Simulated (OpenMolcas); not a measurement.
## Potential curves of SnF⁺: spin–orbit levels

Computed with OpenMolcas 26.06: state-averaged CASSCF(8,7) over Sn 5s 5p, F 2p, XMS-CASPT2 (IPEA 0.25, imaginary shift 0.2 hartree), scalar X2C, ANO-RCC-VTZP, then RASSI spin–orbit state interaction with atomic mean-field integrals. C2 symmetry about the axis (a holds Σ, Δ, Γ; b holds Π, Φ, H; Σ⁺ and Σ⁻ are not told apart); roots by multiplicity and irrep: 1a 5, 3b 2, 3a 5, 1b 2.

XMS-CASPT2 energies with spin–orbit state interaction in eV from the lowest point. Curves are followed by energy order within each symmetry, so they are adiabatic and may change character at avoided crossings; for Ω = 0 the + and − levels are counted together.

| R (Å) | (1)Ω=0 | (2)Ω=0 | (3)Ω=0 | (1)Ω=1 | (1)Ω=2 | (2)Ω=1 | (4)Ω=0 |
| --- | --- | --- | --- | --- | --- | --- | --- |
| 1.646 | 1.056 | 5.767 | 5.776 | 5.908 | 6.071 | 7.577 | 9.382 |
| 1.742 | 0.262 | 4.980 | 4.990 | 5.124 | 5.292 | 6.713 | 8.197 |
| 1.828 | 0.000 | 4.697 | 4.709 | 4.842 | 5.014 | 6.298 | 7.147 |
| 1.914 | 0.005 | 4.633 | 4.646 | 4.778 | 4.953 | 6.051 | 6.420 |
| 2.010 | 0.213 | 4.700 | 4.716 | 4.840 | 5.024 | 5.853 | 5.868 |
| 2.105 | 0.540 | 4.821 | 4.842 | 4.953 | 5.150 | 5.492 | 5.501 |

The 7 lowest clean curves are shown; the next is (2)Ω=2, from 5.52 eV. Only roots inside an energy window near the equilibrium distance were included, so the list of states is not complete; labels number the states computed. Each spin and symmetry block has orbitals of its own, averaged over its own roots, so gaps between blocks are less sure than gaps within one and near the minimum can be off by tenths of an eV, in bad cases by more. No Rydberg orbitals are active, so Rydberg states, and σ→σ* states whose orbital the CASSCF left unused, can be missing between those listed. CASPT2 splits the two components of degenerate states numerically, here by up to 42 cm⁻¹. Points that failed a check (symmetry, reference weights, a jump) are left out.
